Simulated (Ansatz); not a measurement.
Total energies of FeBr₃ from Ansatz at r2SCAN-D4/def2-TZVP, gas phase (1 Eh = 27.2114 eV = 2625.5 kJ/mol). The reference geometry is relaxed at r2SCAN-D4/def2-SVP.

| atom | x (Å) | y (Å) | z (Å) |
| --- | --- | --- | --- |
| Fe1 | -0.005 | -0.003 | -0.004 |
| Br2 | -1.045 | -0.746 | 1.886 |
| Br3 | -0.436 | 2.094 | -0.793 |
| Br4 | 1.486 | -1.346 | -1.089 |

| state | geometry | energy (Eh) |
| --- | --- | --- |
| charge 0 sextet | reference | -8986.29550 |
| charge 1 septet | reference | -8985.92364 |
| charge 0 quartet | relaxed at r2SCAN-D4/def2-SVP | -8986.26703 |
| free Fe atom (quintet) | – | -1263.63547 |
| free Br atom (doublet) | – | -2574.09258 |

(1) Work out the vertical ionisation energy to the septet.

(2) Which of the charge 0 states is lowest, and how far above it are the others?

(3) What is the binding energy per atom against free atoms?

(1) E(charge 1 septet) − E(charge 0 sextet) = -8985.92364 − (-8986.29550) = 0.37186 Eh = 10.12 eV. For comparison, −ε of the highest occupied level of the spin that leaves is 7.58 eV at this level, 2.54 eV less.

(2) The sextet. quartet: -8986.26703 − (-8986.29550) = 0.02847 Eh = 74.7 kJ/mol.

(3) Atoms: 1 × (-1263.63547) + 3 × (-2574.09258) = -8985.91321 Eh. Binding: -8985.91321 − (-8986.29550) = 0.38229 Eh = 10.40 eV, or 2.60 eV for each of 4 atoms (no zero-point energy, no counterpoise term).

At r2SCAN-D4/def2-TZVP the charge 0 quartet is spin-contaminated (final ⟨S²⟩ up to 3.97, 3.75 for a pure state).  The doublet lies 1.50 eV above the sextet at this level but is left out (at the level of its geometry, ⟨S²⟩ 2.36, where a pure state has 0.75).
